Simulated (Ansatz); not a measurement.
Relaxation of CH6Ge (8 atoms, charge 0, multiplicity 1), to a largest force component of 0.02 eV/Å in at most 40 steps.

Theory: RKS PBE0-D4/def2-TZVP (Ansatz).

```xyz
8
Properties=species:S:1:pos:R:3
Ge 0.000 0.000 0.000
C 0.000 0.000 1.960
H -1.000 -0.309 2.330
H 0.768 -0.711 2.330
H 0.232 1.020 2.330
H 1.462 0.000 -0.516
H -0.730 1.265 -0.516
H -0.730 -1.265 -0.516
```

Question: Where does it end, and by what steps?

Answer: It converged. The force dipped under the threshold on the way, but the program's further checks kept it going. After 7 steps the energy has fallen by 0.036 eV; H5 moved furthest, 0.20 Å.

| step | energy less start (eV) | largest force component (eV/Å) | accepted |
| --- | --- | --- | --- |
| 0 | 0.0000 | 0.628 | yes |
| 1 | -0.0272 | 0.164 | yes |
| 2 | -0.0312 | 0.016 | yes |
| 3 | -0.0332 | 0.023 | yes |
| 4 | -0.0310 | 0.293 | no |
| 5 | -0.0353 | 0.036 | yes |
| 6 | -0.0356 | 0.080 | yes |
| 7 | -0.0360 | 0.010 | yes |

```xyz
8
Properties=species:S:1:pos:R:3
Ge 0.000 0.000 0.009
C 0.000 0.000 1.962
H -1.018 -0.105 2.339
H 0.600 -0.829 2.340
H 0.418 0.934 2.340
H 1.436 0.141 -0.529
H -0.839 1.173 -0.529
H -0.595 -1.314 -0.529
```

The run took 8.1 s on 2 threads of Intel(R) Xeon(R) 6975P-C (Granite Rapids), with other jobs on the host, peak memory 0.22 GiB.
